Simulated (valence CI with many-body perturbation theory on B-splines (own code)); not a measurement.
## E1 transitions of Zr³⁵⁺

Method: relativistic CI+MBPT: three valence electrons over a frozen Dirac-Fock core [He], radial functions for each j: 11 s, 11 p, 9 d, 7 f, 5 g, 2 h, 1 i, with the one-electron correlation potential Σ1 (screened to all orders), the two-electron term Σ2, the three-electron term Σ3, Breit, model QED; selected single and double excitations, second order for the rest (own B-spline code, finite nucleus).

The last digits are not significant, and no measured levels were compared; by estimate large intervals hold to a few tenths of a per cent, small ones and those within an open d or f shell to about a per cent.

Lines 201 to 250 of 264 in falling wavelength, among levels below 3058.3 eV, chosen from the strongest by gf and those to the six lowest levels. Wavelengths and rates use the calculated energies. Electric multipoles are in the length gauge, E1 and E2 with the static RPA response of the core. Weak lines are less certain than strong ones. Lines between different terms over intervals too small for the method are left out, as are lines whose strength nearly cancels. The highest levels of a list are the least certain.

Levels are named by their leading jj configuration (3d3/2^4 stands for four electrons in 3d with j = 3/2), which in mixed levels can hold well under half, so a name can repeat and another be missing. Letters in brackets count levels of one name in rising energy.

```
λ vac (Å)                          Upper                       Lower   A (s⁻¹)  S (a.u.) with core polarisation  S without
    4.469         (2s 2p3/2 3p1/2) J=5/2          (2s^2 2p3/2) J=3/2  2.53e+13                         6.68e-03   6.68e-03
    4.468         (2s 2p1/2 3p1/2) J=3/2          (2s^2 2p1/2) J=1/2  9.02e+12                         1.59e-03   1.58e-03
    4.465  (2p1/2 2p3/2 3p3/2) J=1/2 [a]      (2s 2p1/2 2p3/2) J=1/2  1.94e+13                         1.70e-03   1.70e-03
    4.460  (2p1/2 2p3/2 3p3/2) J=5/2 [a]  (2s 2p1/2 2p3/2) J=3/2 [b]  1.27e+12                         3.33e-04   3.33e-04
    4.459  (2p1/2 2p3/2 3p1/2) J=3/2 [b]  (2s 2p1/2 2p3/2) J=3/2 [b]  1.25e+13                         2.19e-03   2.18e-03
    4.458  (2p1/2 2p3/2 3p3/2) J=3/2 [a]      (2s 2p1/2 2p3/2) J=1/2  1.63e+13                         2.85e-03   2.85e-03
    4.458         (2s 2p3/2 3d5/2) J=1/2  (2s 2p1/2 2p3/2) J=3/2 [a]  4.94e+11                         4.32e-05   4.33e-05
    4.457     (2s 2p3/2 3d3/2) J=5/2 [b]      (2s 2p1/2 2p3/2) J=5/2  1.53e+12                         4.02e-04   4.01e-04
    4.455  (2p1/2 2p3/2 3p3/2) J=1/2 [a]  (2s 2p1/2 2p3/2) J=3/2 [b]  4.14e+12                         3.62e-04   3.61e-04
    4.450     (2s 2p3/2 3d5/2) J=7/2 [b]      (2s 2p1/2 2p3/2) J=5/2  3.37e+12                         1.17e-03   1.17e-03
    4.448  (2p1/2 2p3/2 3p3/2) J=3/2 [a]  (2s 2p1/2 2p3/2) J=3/2 [b]  6.87e+12                         1.19e-03   1.19e-03
    4.441  (2p1/2 2p3/2 3p1/2) J=3/2 [a]      (2s 2p1/2 2p3/2) J=5/2  3.22e+12                         5.57e-04   5.56e-04
    4.440  (2p1/2 2p3/2 3p3/2) J=3/2 [b]      (2s 2p1/2 2p3/2) J=1/2  9.80e+12                         1.69e-03   1.69e-03
    4.440     (2s 2p1/2 3p1/2) J=1/2 [b]          (2s^2 2p1/2) J=1/2  1.46e+13                         1.26e-03   1.26e-03
    4.436     (2s 2p3/2 3p3/2) J=3/2 [a]          (2s^2 2p3/2) J=3/2  3.19e+13                         5.50e-03   5.50e-03
    4.432     (2s 2p1/2 3p3/2) J=3/2 [a]          (2s^2 2p1/2) J=1/2  1.62e+13                         2.79e-03   2.78e-03
    4.430  (2p1/2 2p3/2 3p3/2) J=3/2 [b]  (2s 2p1/2 2p3/2) J=3/2 [b]  1.39e+13                         2.39e-03   2.39e-03
    4.429          (2p1/2^2 3p1/2) J=1/2          (2s 2p1/2^2) J=1/2  1.69e+13                         1.45e-03   1.45e-03
    4.426      (2p1/2 2p3/2 3p1/2) J=5/2      (2s 2p1/2 2p3/2) J=5/2  1.34e+13                         3.45e-03   3.45e-03
    4.423     (2s 2p3/2 3d3/2) J=5/2 [b]  (2s 2p1/2 2p3/2) J=3/2 [a]  9.07e+11                         2.32e-04   2.32e-04
    4.421  (2p1/2 2p3/2 3p3/2) J=5/2 [b]  (2s 2p1/2 2p3/2) J=3/2 [b]  1.72e+13                         4.40e-03   4.39e-03
    4.420     (2s 2p3/2 3p3/2) J=5/2 [a]          (2s^2 2p3/2) J=3/2  3.50e+13                         8.95e-03   8.94e-03
    4.420     (2s 2p3/2 3d3/2) J=3/2 [b]  (2s 2p1/2 2p3/2) J=3/2 [a]  5.96e+11                         1.02e-04   1.01e-04
    4.417     (2s 2p3/2 3p3/2) J=1/2 [a]          (2s^2 2p3/2) J=3/2  4.55e+13                         3.87e-03   3.86e-03
    4.416         (2s 2p1/2 3p3/2) J=1/2          (2s^2 2p1/2) J=1/2  4.63e+13                         3.94e-03   3.94e-03
    4.415      (2p1/2 2p3/2 3p1/2) J=1/2  (2s 2p1/2 2p3/2) J=3/2 [a]  1.48e+13                         1.26e-03   1.26e-03
    4.410     (2s 2p3/2 3d3/2) J=1/2 [b]  (2s 2p1/2 2p3/2) J=3/2 [a]  1.63e+12                         1.38e-04   1.38e-04
    4.407     (2s 2p1/2 3p3/2) J=3/2 [b]          (2s^2 2p1/2) J=1/2  3.72e+13                         6.29e-03   6.28e-03
    4.407  (2p1/2 2p3/2 3p1/2) J=3/2 [a]  (2s 2p1/2 2p3/2) J=3/2 [a]  1.18e+13                         2.00e-03   1.99e-03
    4.405  (2p1/2 2p3/2 3p3/2) J=1/2 [b]  (2s 2p1/2 2p3/2) J=3/2 [b]  2.30e+13                         1.94e-03   1.94e-03
    4.401  (2p1/2 2p3/2 3p3/2) J=5/2 [a]      (2s 2p1/2 2p3/2) J=5/2  1.42e+12                         3.59e-04   3.59e-04
    4.400  (2p1/2 2p3/2 3p1/2) J=3/2 [b]      (2s 2p1/2 2p3/2) J=5/2  1.95e+13                         3.28e-03   3.27e-03
    4.397         (2s 2p3/2 3p1/2) J=1/2          (2s^2 2p3/2) J=3/2  2.77e+13                         2.32e-03   2.32e-03
    4.395     (2s 2p3/2 3p1/2) J=3/2 [b]          (2s^2 2p3/2) J=3/2  1.30e+13                         2.19e-03   2.18e-03
    4.392      (2p1/2 2p3/2 3p1/2) J=5/2  (2s 2p1/2 2p3/2) J=3/2 [a]  9.63e+11                         2.42e-04   2.41e-04
    4.390  (2p1/2 2p3/2 3p3/2) J=3/2 [a]      (2s 2p1/2 2p3/2) J=5/2  7.85e+12                         1.31e-03   1.31e-03
    4.383      (2p1/2 2p3/2 3p3/2) J=7/2      (2s 2p1/2 2p3/2) J=5/2  2.70e+13                         8.97e-03   8.96e-03
    4.377          (2p1/2^2 3p3/2) J=3/2          (2s 2p1/2^2) J=1/2  2.80e+13                         4.63e-03   4.62e-03
    4.372  (2p1/2 2p3/2 3p3/2) J=3/2 [b]      (2s 2p1/2 2p3/2) J=5/2  4.42e+12                         7.29e-04   7.28e-04
    4.368  (2p1/2 2p3/2 3p3/2) J=5/2 [a]  (2s 2p1/2 2p3/2) J=3/2 [a]  2.66e+13                         6.57e-03   6.56e-03
    4.367  (2p1/2 2p3/2 3p1/2) J=3/2 [b]  (2s 2p1/2 2p3/2) J=3/2 [a]  4.91e+12                         8.07e-04   8.06e-04
    4.363  (2p1/2 2p3/2 3p3/2) J=1/2 [a]  (2s 2p1/2 2p3/2) J=3/2 [a]  7.94e+12                         6.51e-04   6.50e-04
    4.363  (2p1/2 2p3/2 3p3/2) J=5/2 [b]      (2s 2p1/2 2p3/2) J=5/2  1.40e+13                         3.43e-03   3.43e-03
    4.362     (2s 2p3/2 3p3/2) J=5/2 [b]          (2s^2 2p3/2) J=3/2  1.16e+13                         2.86e-03   2.86e-03
    4.357  (2p1/2 2p3/2 3p3/2) J=3/2 [a]  (2s 2p1/2 2p3/2) J=3/2 [a]  2.74e+12                         4.48e-04   4.47e-04
    4.355     (2s 2p3/2 3p3/2) J=3/2 [b]          (2s^2 2p3/2) J=3/2  9.45e+12                         1.54e-03   1.54e-03
    4.351         (2s 2p3/2 3d5/2) J=1/2          (2s 2p1/2^2) J=1/2  8.39e+11                         6.82e-05   6.82e-05
    4.341     (2p1/2 2p3/2 3s) J=3/2 [a]          (2s^2 2p3/2) J=3/2  4.97e+12                         8.02e-04   8.02e-04
    4.339  (2p1/2 2p3/2 3p3/2) J=3/2 [b]  (2s 2p1/2 2p3/2) J=3/2 [a]  8.22e+12                         1.33e-03   1.33e-03
    4.329         (2p1/2 2p3/2 3s) J=1/2          (2s^2 2p3/2) J=3/2  2.66e+12                         2.13e-04   2.12e-04
```
